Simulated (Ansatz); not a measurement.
Reaction (formal exchange of groups at a Ga–Si bond): `C[SiH2][GaH][Cl]` + `C#C` → `C#[C][GaH][Cl]` + `C[SiH3]`

Gas-phase electronic energies from Ansatz, PBE0-D4/def2-TZVP geometries. CBS: MP2 limit from def2 TZ/QZ plus the TZ coupled-cluster correction, frozen cores. This one scheme is used for every species. DFT in def2-TZVPP. B3LYP here is the variant with VWN-RPA as its local correlation; programs differ in this. HSE06 is defined as in plane-wave codes. For Ga outer-core shells are correlated without core-valence functions, which leaves a few kJ/mol of doubt a bond. Scalar relativity is left out up to krypton. One conformer a species, not always the lowest.

```csv
level,ΔE (kJ/mol)
revPBE-D4,-8.9
PBE0-D4,-11.2
HSE06-D4,-11.3
CAM-B3LYP-D4,-20.7
B3LYP,-18.7
r2SCAN0,-19.9
MP2/def2-SVP,-36.4
HF/def2-QZVPP,-37.3
```

(1) What does CCSD(T)/CBS give? (Best estimate.)

Largest T1 diagnostic among the species: 0.013.

Answers

(1) The calculation gave: -21.3 kJ/mol. The listed levels differ from it by 12.4, 10.1, 10.0, 0.6, 2.6, 1.4, -15.1, -16.0 kJ/mol.

In def2-TZVPP, CCSD(T) changes the Hartree–Fock value by +9.8 kJ/mol (the triples alone add +0.2 kJ/mol) and MP2 by +3.6 kJ/mol. At CCSD(T), def2-SVP lies −8.9 kJ/mol from the extrapolated value and def2-TZVPP −5.9 kJ/mol.
